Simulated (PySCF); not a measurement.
Gas-phase reaction: (H₂SiO)₃ + 2 O₃ = 3 SiO(OH)₂

Method: PySCF energies plus ideal-gas RRHO corrections (1 bar). † marks an energy on the PBE0/def2-TZVP geometry and frequencies. MP2 freezes the core. All species are closed-shell singlets. (H₂SiO)₃, SiO(OH)₂: computed as isolated molecules; such fragments, hydroxides, amides, oligomers or adducts are transient or little studied in the gas. MP2 isn't extrapolated to the basis-set limit; its ΔH°(298 K) is -1376.2 kJ in def2-SVP and -1537.2 kJ in def2-TZVPP. The harmonic model lacks anharmonicity and excited electronic states, which grow with temperature; levels with a mode under 35 cm⁻¹ are left out. Strong static correlation: O₃. Internal rotation in SiO(OH)₂ is treated as a harmonic vibration of one conformer, which makes the entropy rough. Soft modes under 120 cm⁻¹ make the harmonic entropy rough for (H₂SiO)₃.

| level | ΔE electronic, kJ | ΔH°(298 K), kJ | ΔS°(298 K), J/K | ΔG°(800 K), kJ |
|---|---|---|---|---|
| HF/def2-TZVP† | -1800 | -1758 | 49 | -1802 |
| MP2/def2-TZVPP† | -1580 | -1537 | 49 | -1581 |
| r2SCAN/def2-TZVP† | -1494 | -1452 | 49 | -1495 |
| LDA/def2-TZVP† | -1442 | -1399 | 49 | -1443 |
| ωB97X-V/def2-TZVP† | -1514 | -1471 | 49 | -1515 |
ΔH° is lowest at HF/def2-TZVP† and highest at LDA/def2-TZVP†. No reference value is set beside these.
